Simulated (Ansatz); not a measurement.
Ansatz (a quantum-chemistry and plane-wave program) input (HF/6-31G*):

Ansatz 0.2 input:
```yaml
crystal:
  periodic: [false, false, false]
  atoms:
    - {symbol: Al, position_ang: [0.17390500, 0.26316100, -0.79189900]}
    - {symbol: O, position_ang: [-0.41373900, 1.78565500, -0.95206800]}
    - {symbol: Cl, position_ang: [0.06171500, -1.04154900, 1.05360200]}
basis:
  gaussian:
    orbitals: 6-31G*
hamiltonian:
  xc: {name: HF}
total_charge: -1
magnetization: {spin_polarized: true, initial_magnetization: 1}
relax: {f_tol: 0.003, max_steps: 120}
```

From the output:

```
the calculation of the forces begins
reference -21124.86896708 eV, -776.3246155898 hartree; 20, 19 occupied and 33, 34 virtual orbitals, 496 factors
relax step   1: F+E_penalty+E_count = -21124.86896708 eV  Δ(F+E_penalty+E_count) = +0.000e0 eV  max|allowed force component| = 1.182e0 eV/Å  Δτ_max = 0.0000 Å  (292 SCF iters, accepted)
these checks for a lower state are left out or cut short: starts, cluster_reference, orbital_swaps, neighbouring_geometries, increment
integrals: 0.01 GiB planned
496 factors; integrals over basis functions are off by at most 2.5e-4 eV
mean field: 0.15 GiB planned
mean field -21124.88527529 eV, -776.3252149053 hartree, gradient 5.9e-5 eV, S^2 0.764266; 0 other end points of the search recorded, 0 dependent functions left out
the calculation of the forces begins
reference -21124.88527529 eV, -776.3252149053 hartree; 20, 19 occupied and 33, 34 virtual orbitals, 496 factors
relax step   2: F+E_penalty+E_count = -21124.88527529 eV  Δ(F+E_penalty+E_count) = -1.631e-2 eV  max|allowed force component| = 5.741e-1 eV/Å  Δτ_max = 0.0144 Å  (59 SCF iters, accepted)
these checks for a lower state are left out or cut short: starts, cluster_reference, orbital_swaps, neighbouring_geometries, increment
integrals: 0.01 GiB planned
496 factors; integrals over basis functions are off by at most 2.3e-4 eV
mean field: 0.15 GiB planned
mean field -21124.88975261 eV, -776.3253794439 hartree, gradient 2.4e-5 eV, S^2 0.764016; 0 other end points of the search recorded, 0 dependent functions left out
the calculation of the forces begins
reference -21124.88975261 eV, -776.3253794439 hartree; 20, 19 occupied and 33, 34 virtual orbitals, 496 factors
relax step   3: F+E_penalty+E_count = -21124.88975261 eV  Δ(F+E_penalty+E_count) = -4.477e-3 eV  max|allowed force component| = 5.948e-2 eV/Å  Δτ_max = 0.0149 Å  (62 SCF iters, accepted)
these checks for a lower state are left out or cut short: starts, cluster_reference, orbital_swaps, neighbouring_geometries, increment
integrals: 0.01 GiB planned
496 factors; integrals over basis functions are off by at most 2.3e-4 eV
mean field: 0.15 GiB planned
mean field -21124.89003691 eV, -776.3253898915 hartree, gradient 2.8e-5 eV, S^2 0.763929; 0 other end points of the search recorded, 0 dependent functions left out
the calculation of the forces begins
reference -21124.89003691 eV, -776.3253898915 hartree; 20, 19 occupied and 33, 34 virtual orbitals, 496 factors
relax step   4: F+E_penalty+E_count = -21124.89003691 eV  Δ(F+E_penalty+E_count) = -2.843e-4 eV  max|allowed force component| = 7.568e-3 eV/Å  Δτ_max = 0.0078 Å  (56 SCF iters, accepted)
these checks for a lower state are left out or cut short: starts, cluster_reference, orbital_swaps, neighbouring_geometries, increment
integrals: 0.01 GiB planned
496 factors; integrals over basis functions are off by at most 2.3e-4 eV
mean field: 0.15 GiB planned
mean field evaluation 192: about -21124.8900 eV, gradient 2.2e-5 eV
mean field -21124.89004603 eV, -776.3253902267 hartree, gradient 2.2e-5 eV, S^2 0.763951; 0 other end points of the search recorded, 0 dependent functions left out
the calculation of the forces begins
reference -21124.89004603 eV, -776.3253902267 hartree; 20, 19 occupied and 33, 34 virtual orbitals, 496 factors
relax step   5: F+E_penalty+E_count = -21124.89004603 eV  Δ(F+E_penalty+E_count) = -9.120e-6 eV  max|allowed force component| = 9.753e-4 eV/Å  Δτ_max = 0.0013 Å  (54 SCF iters, accepted)
integrals: 0.01 GiB planned
496 factors; integrals over basis functions are off by at most 2.3e-4 eV
mean field: 0.15 GiB planned
mean field evaluation 224: about -21124.7813 eV, gradient 5.4e-1 eV
mean field evaluation 256: about -21115.1704 eV, gradient 3.0e1 eV
mean field evaluation 288: about -21122.7145 eV, gradient 8.2e-1 eV
mean field -21124.89004603 eV, -776.3253902267 hartree, gradient 2.2e-5 eV, S^2 0.763951; 1 other end points of the search recorded, 0 dependent functions left out
the calculation of the forces begins
reference -21124.89004603 eV, -776.3253902267 hartree; 20, 19 occupied and 33, 34 virtual orbitals, 496 factors
Total energy: -21124.89004603 eV, -776.3253902267 hartree
Atom 0 at     0.168828     0.273146    -0.789557 Å, force     0.000033    -0.000907     0.000975 eV/Å
Atom 1 at    -0.407707     1.766334    -0.946082 Å, force    -0.000095     0.000268    -0.000051 eV/Å
Atom 2 at     0.060760    -1.032213     1.045274 Å, force     0.000062     0.000640    -0.000925 eV/Å
Dipole moment:     0.231641    -0.756439     0.246930 e Å
```

The dipole moment of an ion depends on the origin.

The geometry given is a B3LYP-D3(BJ)/def2-TZVP minimum.
